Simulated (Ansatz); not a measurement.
Consider the cleavage of the Si–Si bond: `B[SiH](F)[SiH2]N` + `N[SiH2]S` → `N[SiH2]S[SiH2]N` + `B[SiH2]F`.

Isolated molecules relaxed with PBE0-D4/def2-TZVP in Ansatz; ΔE leaves out vibrations. CCSD(T)/CBS is the MP2 limit (def2-TZVPP, def2-QZVPP) plus CCSD(T) − MP2 in def2-TZVPP, frozen cores. DFT in def2-TZVPP. B3LYP here is the variant with VWN-RPA as its local correlation; programs differ in this. Each species was taken in one conformer, which may not be the lowest.

Problem. Is it downhill or uphill in electronic energy at CCSD(T)/CBS, and by how much? (Estimate.)

Solution. Ansatz gave: Downhill: ΔE = -91.3 kJ/mol.

Problem. What do these levels give: PBE-D4, r2SCAN-D4, B3LYP-D4, PBE, r2SCAN, PBE0, B3LYP, HF/def2-TZVPP, MP2/def2-TZVPP, CCSD/def2-TZVPP, MP2/def2-QZVPP, SCS-MP2/def2-QZVPP? (Best estimate.)

Solution. Computed: PBE-D4 -75.4, r2SCAN-D4 -85.0, B3LYP-D4 -85.2, PBE -70.7, r2SCAN -83.8, PBE0 -77.9, B3LYP -77.5, HF/def2-TZVPP -91.6, MP2/def2-TZVPP -102.3, CCSD/def2-TZVPP -89.1, MP2/def2-QZVPP -102.6, SCS-MP2/def2-QZVPP -99.0 kJ/mol.

Largest T1 diagnostic among the species: 0.013.

The D4 term adds −7.7 kJ/mol with B3LYP and −4.1 kJ/mol with PBE0; it sums over pairs of atoms, weighted by their polarisabilities, and B3LYP, whose exchange is more repulsive, gets the larger term. From PBE to PBE0 (25 % exact exchange), in def2-TZVPP and without D4, ΔE moves by −7.2 kJ/mol.
